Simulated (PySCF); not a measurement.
C4H9FSi, SMILES CC1(F)C[SiH2]C1.

The structure is a stationary point at PBE0-D3(BJ)/def2-SVP. This is a generated structure with no PubChem entry under its InChIKey; it may be hypothetical.

Calculation: PBE0-D3(BJ)/def2-SVP run with PySCF.

Frequencies are harmonic and unscaled.

Question: List the normal modes with their intensities. (The exact figures need the calculation; the answer reports its results.)

Answer: 
| mode | ν (cm⁻¹) | IR (km/mol) | moving atoms (share of kinetic energy) |
|---|---|---|---|
| 1 | 133 | 1.5 | C 38 %, H 33 %, Si 19 %, F 10 % |
| 2 | 258 | 0.1 | H 94 % |
| 3 | 312 | 1.0 | H 42 %, C 35 %, F 23 % |
| 4 | 333 | 3.8 | C 33 %, H 33 %, F 18 %, Si 15 % |
| 5 | 418 | 9.9 | H 36 %, F 29 %, C 22 %, Si 13 % |
| 6 | 431 | 0.3 | C 50 %, H 30 %, F 17 % |
| 7 | 457 | 7.5 | H 65 %, C 20 %, F 12 % |
| 8 | 500 | 0.2 | H 92 % |
| 9 | 529 | 14.4 | H 41 %, Si 25 %, F 17 %, C 17 % |
| 10 | 669 | 2.9 | C 48 %, H 40 %, Si 12 % |
| 11 | 716 | 0.8 | C 45 %, H 32 %, Si 12 %, F 11 % |
| 12 | 755 | 47.4 | H 72 %, C 16 %, Si 11 % |
| 13 | 794 | 27.6 | C 61 %, H 32 % |
| 14 | 795 | 52.1 | H 73 %, C 18 %, Si 9 % |
| 15 | 878 | 11.8 | C 52 %, H 42 % |
| 16 | 940 | 82.2 | H 62 %, C 26 %, F 11 % |
| 17 | 949 | 6.6 | H 66 %, C 34 % |
| 18 | 961 | 55.4 | H 84 %, C 9 % |
| 19 | 990 | 49.7 | H 61 %, C 26 %, F 12 % |
| 20 | 1022 | 10.0 | H 83 %, C 16 % |
| 21 | 1088 | 4.8 | H 66 %, C 32 % |
| 22 | 1091 | 5.6 | H 66 %, C 34 % |
| 23 | 1215 | 27.8 | C 71 %, H 29 % |
| 24 | 1237 | 135.8 | C 67 %, H 28 % |
| 25 | 1299 | 7.8 | C 56 %, H 44 % |
| 26 | 1396 | 18.5 | H 90 %, C 10 % |
| 27 | 1398 | 29.3 | H 62 %, C 38 % |
| 28 | 1425 | 4.3 | H 88 %, C 12 % |
| 29 | 1451 | 1.5 | H 95 % |
| 30 | 1469 | 1.8 | H 93 % |
| 31 | 2232 | 103.0 | H 98 % |
| 32 | 2240 | 127.1 | H 96 % |
| 33 | 3061 | 6.9 | H 97 % |
| 34 | 3091 | 3.5 | H 94 % |
| 35 | 3095 | 0.8 | H 94 % |
| 36 | 3164 | 11.5 | H 90 %, C 10 % |
| 37 | 3169 | 6.5 | H 90 %, C 10 % |
| 38 | 3174 | 2.2 | H 90 %, C 10 % |
| 39 | 3174 | 9.2 | H 90 %, C 10 % |
